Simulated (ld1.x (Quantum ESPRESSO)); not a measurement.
**oxygen (O): PAW pseudisation with PBEsol, scalar-relativistic reference atom.**

ld1.x (Quantum ESPRESSO) 7.5 input, shortened:

```
&input
   title='O', zed=8., rel=1, dft='PBESOL', iswitch=3,
   config='[He] 2s1 2p5'
 /
 &inputp
   pseudotype=3, lpaw=.true., tm=.true., lloc=-1, rcloc=1.14,
   nlcc=.true., new_core_ps=.true.,
   which_augfun='BESSEL', rmatch_augfun=0.72
 /
4
2S  1  0   1.00   0.00  0.66  0.84  0.0
2S  1  0   0.00   0.75  0.66  0.84  0.0
2P  2  1   5.00   0.00  1.50  1.76  0.0
2P  2  1   0.00  -0.35  1.50  1.76  0.0
 &test
   configts(1)='2s1 2p5'
 /
```

- Cutoffs needed: 30 Ry and 50 Ry (the cutoffs (Ry, on a coarse ladder) from which the occupation-weighted sum of valence levels, in a spherical-Bessel basis at the reference potential, stays within 10 and 1 mRy of its value at 400 Ry)
- Ghost test: no extra level below or beside the all-electron valence levels (s, p, d, f tested) (spherical-Bessel basis up to 400 Ry, 20 bohr box)
- Largest excitation error: +140 meV (all-electron minus pseudo) for 2s2 2p2, out of 7 test configurations
- Lowest eigenvalue of the overlap operator: 0.51 (s channel)
